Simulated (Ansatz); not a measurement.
Mulliken charges of CH₇AsSi (`C[SiH2][AsH2]`) from PBE/def2-TZVPP in Ansatz (PBE0-D4/def2-TZVP geometry).

```tsv
atom	x (Å)	y (Å)	z (Å)	charge (e)
C1	-0.982	0.667	-0.980	-0.363
Si2	-0.188	-0.650	0.087	0.193
As3	1.209	0.381	1.697	-0.036
H4	-1.666	0.216	-1.703	0.111
H5	-0.224	1.226	-1.534	0.110
H6	-1.547	1.374	-0.369	0.113
H7	0.561	-1.619	-0.758	-0.060
H8	-1.229	-1.405	0.838	-0.060
H9	1.872	-0.938	2.067	-0.002
H10	2.277	0.695	0.657	-0.006
```

Question: By hand: the dipole of these point charges (1 e Å = 4.8032 D).

Answer: Σ q r = (-0.085, 0.112, -0.101) e Å, of length 0.173 e Å = 0.83 D.

Question: How does the dipole of the full density compare? (Estimate.)

Answer: Ansatz gave: (-0.073, 0.055, -0.170) e Å, 0.93 D; the point charges give 0.89 times that, at 28° from its direction.

Point charges leave out the atoms' own dipoles, such as those of lone pairs, and Mulliken's split depends on the basis, so the two needn't agree.
